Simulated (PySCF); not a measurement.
From one molecule to another.

First species: C₇H₁₆P₂.
Numbering: `[CH3:1][P:2]([CH3:3])[PH:4][CH:5]1[CH2:6][CH2:7][CH2:8][CH2:9]1` (hydrogens: H10, H11, H12 on C1; H13, H14, H15 on C3; H16 on P4; H17 on C5; H18, H19 on C6; H20, H21 on C7; H22, H23 on C8; H24, H25 on C9)

Cartesian coordinates in Å at the GFN2-xTB level; atoms count from 1:
```
atom  x, y, z in Å
C1     3.167   -1.021    0.761
P2     1.691   -0.372   -0.158
C3     2.500    1.138   -0.871
P4     0.713    0.591    1.547
C5    -1.063    0.382    1.015
C6    -1.389    1.155   -0.265
C7    -2.685    0.505   -0.731
C8    -2.421   -0.986   -0.509
C9    -1.509   -1.063    0.727
H10    3.561   -0.278    1.454
H11    2.887   -1.917    1.313
H12    3.936   -1.285    0.036
H13    3.185    0.827   -1.659
H14    3.049    1.688   -0.108
H15    1.743    1.787   -1.307
H16    0.739   -0.577    2.320
H17   -1.666    0.794    1.835
H18   -1.477    2.227   -0.094
H19   -0.606    0.978   -1.007
H20   -3.514    0.841   -0.105
H21   -2.922    0.734   -1.769
H22   -1.903   -1.395   -1.377
H23   -3.344   -1.548   -0.369
H24   -2.034   -1.477    1.589
H25   -0.648   -1.703    0.520
```

Second species: C6H8NPSi.
Cartesian coordinates in Å at the GFN2-xTB level; atoms count from 1:
```xyz
17
C6H8NPSi angstrom
Si     3.745   -0.709   -0.183
C      1.896   -0.433    0.004
P      1.216    0.559    1.174
C     -0.568    0.371    0.790
C     -1.402    1.485    0.719
C     -2.744    1.305    0.433
C     -3.209    0.011    0.246
N     -2.433   -1.056    0.339
C     -1.156   -0.882    0.606
H      4.443   -0.123    0.960
H      4.195   -0.087   -1.433
H      3.989   -2.153   -0.250
H      1.245   -0.927   -0.708
H     -0.997    2.475    0.876
H     -3.416    2.147    0.360
H     -4.248   -0.185    0.019
H     -0.564   -1.786    0.687
```

Levels: PBE0/pcSseg-1 for HOMO energy, LUMO energy and HOMO–LUMO gap. Geometries: GFN2-xTB. Each species is one conformer at its optimised geometry, gas phase, non-relativistic unless stated. Electronic properties by PySCF.

Dipoles, sizes and rotational constants follow the conformer. The torsions of the flexible species, by atom-mapped SMILES:
- `[SiH3:1]/[CH:2]=[P:3]/[c:4]1[cH:5][cH:6][cH:7][n:8][cH:9]1`: C2–P3–C4–C5 -134°

The conformers of `CP(C)PC1CCCC1` aren't listed.

Values for the first species:

| Property | Result |
| --- | --- |
| HOMO energy | -6.13 eV |
| LUMO energy | 0.36 eV |
| HOMO–LUMO gap | 6.49 eV |

Q: Estimate the same properties for the second species, and the change in each.

A: 
| property | first | second | second less first |
| --- | --- | --- | --- |
| HOMO energy | -6.13 eV | -7.34 eV | -1.21 eV |
| LUMO energy | 0.36 eV | -2.25 eV | -2.61 eV |
| HOMO–LUMO gap | 6.49 eV | 5.09 eV | -1.40 eV |

On the first:  GFN2-xTB frequencies show an imaginary mode (26i cm⁻¹), so this geometry is no minimum at that level.

